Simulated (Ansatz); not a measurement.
```xyz
8

B    -0.233    0.362    1.091
P     0.846    0.397   -0.500
S     1.469   -1.595   -0.562
Se   -1.496    0.100   -0.632
H    -0.449    1.431    1.578
H    -0.289   -0.642    1.736
H     1.934   -1.574   -1.825
H    -1.781    1.522   -0.887
```

The species carries charge 0 and has multiplicity 1. The bonds changed during the relaxation, so this is another structure than the one it started from.

**Question.** List the CAM-B3LYP/def2-TZVPP orbital energies in eV (Ansatz 0.2.0). (Estimate.)

**Answer.** Computed: Occupied: -12353.89, -2420.34, -2099.92, -1583.05, -1421.27, -1421.24, -1421.20, -218.36, -215.64, -185.29, -181.09, -162.94, -162.86, -162.74, -159.75, -159.65, -159.52, -131.13, -131.05, -130.90, -60.56, -60.54, -60.43, -60.35, -60.33, -23.67, -22.35, -18.22, -15.02, -13.61, -13.19, -11.80, -10.78, -10.30, -9.95, -8.80, -8.49. Lowest empty: -0.67, 0.71, 0.84, 1.40, 1.59, 2.64, 3.54, 3.75.
